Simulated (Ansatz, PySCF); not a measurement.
The pair A = CH4 (SMILES C) (first 5 atoms), B = C2H6O (SMILES COC); geometry from B3LYP-D3(BJ)/def2-TZVP.
(charge 0, multiplicity 1):
```xyz
14

C      0.1001     0.0483    -0.3766
H      1.1471     0.2851    -0.5645
H     -0.5087     0.4342    -1.1935
H     -0.0194    -1.0335    -0.3196
H     -0.2139     0.5011     0.5626
C      1.1056     0.2348     3.2649
O     -0.2792     0.4601     3.1201
C     -1.0341    -0.7240     3.2510
H      1.4808    -0.4563     2.4990
H      1.3416    -0.1793     4.2540
H      1.6059     1.1954     3.1523
H     -0.7565    -1.4622     2.4875
H     -2.0825    -0.4584     3.1240
H     -0.8962    -1.1784     4.2410
```

Rows in 6-31G* carry no dispersion term and start afresh at each structure (6-31G* with six Cartesian d functions).

Run with Ansatz (an electronic-structure program); PySCF for 6-31G* rows. Values without a source in brackets are computed.

Total energies (hartree), monomers frozen at their geometry in the pair:

```tsv
structure	HF/6-31G*	PBE/def2-TZVPPD	B3LYP/def2-TZVPPD
AB	-194.2592246	-195.3567069	-195.6361790
A in the pair's basis	-40.1952110	-40.4643463	-40.5391817
B in the pair's basis	-154.0649614	-154.8917058	-155.0974569
A	-40.1950726	-40.4643153	-40.5391482
B	-154.0638640	-154.8916503	-155.0973959
```

Question: Work out the interaction energy without and with the counterpoise correction, and the superposition error, for each level.

Answer: 
E(AB) − E(A) − E(B), times 627.509 kcal/mol, with the monomers in their own basis and then in the pair's basis:
- HF/6-31G*: -0.18 uncorrected, 0.59 corrected; the monomers gain 0.78 kcal/mol from borrowed functions
- PBE/def2-TZVPPD: -0.47 uncorrected, -0.41 corrected; the monomers gain 0.05 kcal/mol from borrowed functions
- B3LYP/def2-TZVPPD: 0.23 uncorrected, 0.29 corrected; the monomers gain 0.06 kcal/mol from borrowed functions
